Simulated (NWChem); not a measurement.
The numbers come from NWChem runs, not from measurements. System: H4S2Si, charge 0, spin multiplicity 1, at a geometry optimised with PBE/def2-SVP. The structure started from a generated list of species. Level: PBE/6-311G** (spherical d).

The NWChem input:

```
start mol
memory heap 200 mb stack 900 mb global 1100 mb
geometry units angstroms nocenter noautoz
  Si     0.000000     0.000000    -0.784478
  S     -0.546896     1.735700     0.380106
  S      0.546896    -1.735700     0.380106
  H     -1.213561    -0.228362    -1.638067
  H      1.213561     0.228362    -1.638067
  H      0.640597     1.792864     1.047714
  H     -0.640597    -1.792864     1.047714
  symmetry group C2
end
basis spherical
  * library 6-311g**
end
dft
  xc xpbe96 cpbe96
  semidirect memsize 60000000 filesize 0
  iterations 100
end
task dft energy
```

Output (cleaned and shortened):

```
             Northwest Computational Chemistry Package (NWChem) 7.3.0
             --------------------------------------------------------

                                NWChem Input Module
                                -------------------

 Scaling coordinates for geometry "geometry" by  1.889725989
 (inverse scale =  0.529177249)

 Turning off AUTOSYM since
 SYMMETRY directive was detected!

                             Geometry "geometry" -> ""
                             -------------------------

 Output coordinates in angstroms (scale by  1.889725989 to convert to a.u.)

  No.       Tag          Charge          X              Y              Z
 ---- ---------------- ---------- -------------- -------------- --------------
    1 Si                  14.0000     0.00000000     0.00000000    -0.78447800
    2 S                   16.0000    -0.54689600     1.73570000     0.38010600
    3 S                   16.0000     0.54689600    -1.73570000     0.38010600
    4 H                    1.0000    -1.21356100    -0.22836200    -1.63806700
    5 H                    1.0000     1.21356100     0.22836200    -1.63806700
    6 H                    1.0000     0.64059700     1.79286400     1.04771400
    7 H                    1.0000    -0.64059700    -1.79286400     1.04771400

 Effective nuclear repulsion energy (a.u.)     191.8839485549

            Nuclear Dipole moment (a.u.)
            ----------------------------
        X                 Y               Z
 ---------------- ---------------- ----------------
     0.0000000000     0.0000000000    -0.0000113384

      Symmetry information
      --------------------

 Group name             C2
 Group number              4
 Group order               2
 No. of unique centers     4

      Symmetry unique atoms

     1    2    4    6


 Summary of "ao basis" -> "" (spherical)
 ------------------------------------------------------------------------------
       Tag                 Description            Shells   Functions and Types
 ---------------- ------------------------------  ------  ---------------------
 *                          6-311g**                  on all atoms

  pbe96 is a nonlocal functional; adding pw91lda local functional.

                                 NWChem DFT Module
                                 -----------------

 Summary of "ao basis" -> "ao basis" (spherical)
 ------------------------------------------------------------------------------
       Tag                 Description            Shells   Functions and Types
 ---------------- ------------------------------  ------  ---------------------
 Si                         6-311g**                12       26   6s5p1d
 S                          6-311g**                12       26   6s5p1d
 H                          6-311g**                 4        6   3s1p

 Summary of "ao basis" -> "ao basis" (spherical)
 ------------------------------------------------------------------------------
       Tag                 Description            Shells   Functions and Types
 ---------------- ------------------------------  ------  ---------------------
 Si                         6-311g**                12       26   6s5p1d
 S                          6-311g**                12       26   6s5p1d
 H                          6-311g**                 4        6   3s1p

      Symmetry analysis of basis
      --------------------------

        a          52
        b          50

            General Information
            -------------------
          SCF calculation type: DFT
          Wavefunction type:  closed shell.
          No. of atoms     :     7
          No. of electrons :    50
           Alpha electrons :    25
            Beta electrons :    25
          Charge           :     0
          Spin multiplicity:     1
          Use of symmetry is: on ; symmetry adaption is: on
          Maximum number of iterations: 100
          AO basis - number of functions:   102
                     number of shells:    52
          Convergence on energy requested:  1.00D-06
          Convergence on density requested:  1.00D-05
          Convergence on gradient requested:  5.00D-04

              XC Information
              --------------
          PerdewBurkeErnzerhof Exchange Functional  1.000
            Perdew 1991 LDA Correlation Functional  1.000 local
           PerdewBurkeErnz. Correlation Functional  1.000 non-local

             Grid Information
             ----------------
          Grid used for XC integration:  medium
          Radial quadrature: Mura-Knowles
          Angular quadrature: Lebedev.
          Tag              B.-S. Rad. Rad. Pts. Rad. Cut. Ang. Pts.
          ---              ---------- --------- --------- ---------
          Si                  1.10       88          10.0       590
          S                   1.00       88          12.0       590
          H                   0.35       45          11.0       434
          Grid pruning is: on
          Number of quadrature shells:   266
          Spatial weights used:  Erf1

          Convergence Information
          -----------------------
          Convergence aids based upon iterative change in
          total energy or number of iterations.
          Levelshifting, if invoked, occurs when the
          HOMO/LUMO gap drops below (HL_TOL):  1.00D-02
          DIIS, if invoked, will attempt to extrapolate
          using up to (NFOCK): 10 stored Fock matrices.

                    Damping( 0%)  Levelshifting(0.5)       DIIS
                  --------------- ------------------- ---------------
          dE  on:    start            ASAP                start
          dE off:    2 iters        100 iters           100 iters

      Screening Tolerance Information
      -------------------------------
          Density screening/tol_rho:  1.00D-10
          AO Gaussian exp screening on grid/accAOfunc:  14
          CD Gaussian exp screening on grid/accCDfunc:  20
          XC Gaussian exp screening on grid/accXCfunc:  20
          Schwarz screening/accCoul:  1.00D-08

      Superposition of Atomic Density Guess
      -------------------------------------

 Sum of atomic energies:       -1085.79357571

      Non-variational initial energy
      ------------------------------

 Total energy =   -1086.591119
 1-e energy   =   -1883.561517
 2-e energy   =     605.086449
 HOMO         =      -0.309666
 LUMO         =       0.031201

      Symmetry analysis of molecular orbitals - initial
      -------------------------------------------------

  Numbering of irreducible representations:

     1 a           2 b

  Orbital symmetries:

     1 a           2 b           3 a           4 a           5 b
     6 b           7 a           8 a           9 b          10 a
    11 b          12 a          13 b          14 a          15 b
    16 a          17 b          18 a          19 b          20 a
    21 a          22 b          23 b          24 a          25 b
    26 a          27 a          28 b          29 b          30 b
    31 a          32 b          33 a          34 b          35 a

------------------------------------------------------------
EAF file 0: "./mol.aoints.0" size=524288 bytes
------------------------------------------------------------
               write      read    awrite     aread      wait
               -----      ----    ------     -----      ----
     calls:        1         0         0         0         0
   data(b): 5.24e+05  0.00e+00  0.00e+00  0.00e+00
   time(s): 0.00e+00  0.00e+00  0.00e+00  0.00e+00  0.00e+00
rate(mb/s): 0.00e+00  0.00e+00
------------------------------------------------------------

   convergence    iter        energy       DeltaE   RMS-Dens  Diis-err    time
 ---------------- ----- ----------------- --------- --------- ---------  ------
 d= 0,ls=0.0,diis     1  -1087.7915112894 -1.28D+03  9.77D-03  2.01D+00     0.7
 d= 0,ls=0.0,diis     2  -1087.7934967985 -1.99D-03  1.04D-02  3.97D-01     0.9
 d= 0,ls=0.0,diis     3  -1087.7937222672 -2.25D-04  5.20D-03  4.20D-01     1.1
 d= 0,ls=0.0,diis     4  -1087.8572149631 -6.35D-02  6.47D-04  3.51D-03     1.3
 d= 0,ls=0.0,diis     5  -1087.8577254103 -5.10D-04  1.79D-04  2.57D-04     1.5
  Resetting Diis
 d= 0,ls=0.0,diis     6  -1087.8577664855 -4.11D-05  4.07D-05  1.26D-05     1.7
 d= 0,ls=0.0,diis     7  -1087.8577689561 -2.47D-06  1.31D-05  5.30D-07     1.9
 d= 0,ls=0.0,diis     8  -1087.8577689453  1.08D-08  7.19D-06  5.50D-07     2.1

         Total DFT energy =    -1087.857768945296
      One electron energy =    -1886.006902391765
           Coulomb energy =      679.530702224644
    Exchange-Corr. energy =      -73.265517333076
 Nuclear repulsion energy =      191.883948554901

 Numeric. integr. density =       49.999986535194

     Total iterative time =      1.9s

                  Occupations of the irreducible representations
                  ----------------------------------------------

                     irrep           alpha         beta
                     --------     --------     --------
                     a                13.0         13.0
                     b                12.0         12.0

                       DFT Final Molecular Orbital Analysis
                       ------------------------------------

 Vector   23  Occ=2.000000D+00  E=-3.020678D-01  Symmetry=b
              MO Center=  2.9D-15, -3.5D-14,  4.9D-02, r^2= 5.1D+00
   Bfn.  Coefficient  Atom+Function         Bfn.  Coefficient  Atom+Function
  ----- ------------  ---------------      ----- ------------  ---------------
    42      0.225269  2 S  px                68      0.225269  3 S  px
    43     -0.207932  2 S  py                69     -0.207932  3 S  py
    32     -0.180409  2 S  s                 58      0.180409  3 S  s
    17      0.178460  1 Si py                31     -0.141376  2 S  s
    57      0.141376  3 S  s                 16     -0.130240  1 Si px

 Vector   24  Occ=2.000000D+00  E=-2.471622D-01  Symmetry=a
              MO Center= -4.3D-15,  2.7D-16,  3.3D-01, r^2= 4.8D+00
   Bfn.  Coefficient  Atom+Function         Bfn.  Coefficient  Atom+Function
  ----- ------------  ---------------      ----- ------------  ---------------
    44      0.336055  2 S  pz                70      0.336055  3 S  pz
    42     -0.207998  2 S  px                68      0.207998  3 S  px
    47      0.163401  2 S  pz                73      0.163401  3 S  pz
    41      0.149175  2 S  pz                67      0.149175  3 S  pz
    43     -0.125336  2 S  py                69      0.125336  3 S  py

 Vector   25  Occ=2.000000D+00  E=-2.345717D-01  Symmetry=b
              MO Center= -7.7D-15,  1.7D-14,  2.4D-01, r^2= 5.0D+00
   Bfn.  Coefficient  Atom+Function         Bfn.  Coefficient  Atom+Function
  ----- ------------  ---------------      ----- ------------  ---------------
    43      0.341278  2 S  py                69      0.341278  3 S  py
    44     -0.245469  2 S  pz                70      0.245469  3 S  pz
    46      0.164031  2 S  py                72      0.164031  3 S  py
    40      0.146955  2 S  py                66      0.146955  3 S  py
    47     -0.120048  2 S  pz                73      0.120048  3 S  pz

 Vector   26  Occ=0.000000D+00  E=-4.713467D-02  Symmetry=a
              MO Center=  1.8D-14, -1.5D-13,  1.1D-02, r^2= 6.1D+00
   Bfn.  Coefficient  Atom+Function         Bfn.  Coefficient  Atom+Function
  ----- ------------  ---------------      ----- ------------  ---------------
     6      1.310354  1 Si s                 93     -0.485068  6 H  s
    99     -0.485068  7 H  s                 46      0.457581  2 S  py
    72     -0.457581  3 S  py                21      0.422124  1 Si pz
     5      0.340873  1 Si s                 47      0.332136  2 S  pz
    73      0.332136  3 S  pz                18      0.312023  1 Si pz

 Vector   27  Occ=0.000000D+00  E=-2.928267D-02  Symmetry=a
              MO Center=  7.1D-15, -2.3D-13,  1.7D-01, r^2= 6.6D+00
   Bfn.  Coefficient  Atom+Function         Bfn.  Coefficient  Atom+Function
  ----- ------------  ---------------      ----- ------------  ---------------
    21      0.865288  1 Si pz                32     -0.723309  2 S  s
    58     -0.723309  3 S  s                 93      0.717018  6 H  s
    99      0.717018  7 H  s                 81      0.448027  4 H  s
    87      0.448027  5 H  s                 45     -0.400769  2 S  px
    71      0.400769  3 S  px                47     -0.262104  2 S  pz

 Vector   28  Occ=0.000000D+00  E=-2.598276D-02  Symmetry=b
              MO Center= -8.5D-15,  2.0D-13, -2.2D-01, r^2= 6.7D+00
   Bfn.  Coefficient  Atom+Function         Bfn.  Coefficient  Atom+Function
  ----- ------------  ---------------      ----- ------------  ---------------
    20      0.915463  1 Si py                32     -0.845315  2 S  s
    58      0.845315  3 S  s                 93      0.466367  6 H  s
    99     -0.466367  7 H  s                 17      0.318728  1 Si py
    45     -0.292767  2 S  px                71     -0.292767  3 S  px
    42     -0.257767  2 S  px                68     -0.257767  3 S  px

 center of mass
 --------------
 x =   0.00000000 y =   0.00000000 z =   0.02300938

 moments of inertia (a.u.)
 ------------------
         833.088144861279         206.497606638492           0.000000000000
         206.497606638492         203.492741293566           0.000000000000
           0.000000000000           0.000000000000         793.300473980910

     Multipole analysis of the density
     ---------------------------------

     L   x y z        total         alpha         beta         nuclear
     -   - - -        -----         -----         ----         -------
     0   0 0 0      0.000000    -25.000000    -25.000000     50.000000

     1   1 0 0      0.000000      0.000000      0.000000      0.000000
     1   0 1 0     -0.000000     -0.000000     -0.000000      0.000000
     1   0 0 1      0.027752      0.013882      0.013882     -0.000011

     2   2 0 0    -31.338041    -39.483086    -39.483086     47.628132
     2   1 1 0      3.100291     50.696288     50.696288    -98.292286
     2   1 0 1      0.000000      0.000000      0.000000      0.000000
     2   0 2 0    -34.440009   -201.019051   -201.019051    367.598092
     2   0 1 1      0.000000      0.000000      0.000000      0.000000
     2   0 0 2    -30.917059    -52.599375    -52.599375     74.281690

 Task  times  cpu:        2.1s     wall:        2.1s

 Total times  cpu:        2.1s     wall:        2.1s
```
